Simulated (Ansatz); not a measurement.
Start from `C[B](C)[GeH3]` and change one atom or group to get `CB(C)C[SiH3]`.

Ansatz, PBE0-D4/def2-TZVP geometries, multiplicity 1. Each molecule was computed in one conformer, which needn't be the lowest.

Scalar relativity is left out up to krypton.

| property | `C[B](C)[GeH3]` |
| --- | --- |
| HOMO–LUMO gap (ωB97M-V/def2-TZVPP) / eV | 10.39 |
| HOMO–LUMO gap (B3LYP/def2-TZVPP) / eV | 5.92 |
| LUMO energy (PBE0/def2-TZVPP) / eV | -1.24 |
| HOMO energy (ωB97M-V/def2-TZVPP) / eV | -9.66 |
| HOMO–LUMO gap (PBE/def2-TZVPP) / eV | 4.17 |
| LUMO energy (B3LYP/def2-TZVPP) / eV | -1.44 |

(1) What does the change do to each property? (Best estimate.)

Answers

(1) Computed: 
```csv
property,`CB(C)C[SiH3]`,shift
HOMO–LUMO gap (ωB97M-V/def2-TZVPP) / eV,12.19,1.80
HOMO–LUMO gap (B3LYP/def2-TZVPP) / eV,7.60,1.68
LUMO energy (PBE0/def2-TZVPP) / eV,-0.41,0.83
HOMO energy (ωB97M-V/def2-TZVPP) / eV,-10.66,-1.00
HOMO–LUMO gap (PBE/def2-TZVPP) / eV,5.72,1.55
LUMO energy (B3LYP/def2-TZVPP) / eV,-0.61,0.83
```

With PBE0 the HOMO falls by 0.88 eV and the LUMO rises by 0.83 eV, so the gap widens by about 1.71 eV. PBE moves the HOMO by -0.74 eV and ωB97M-V by -1.00 eV.

B3LYP here is the variant with VWN-RPA as its local correlation; programs differ in this.
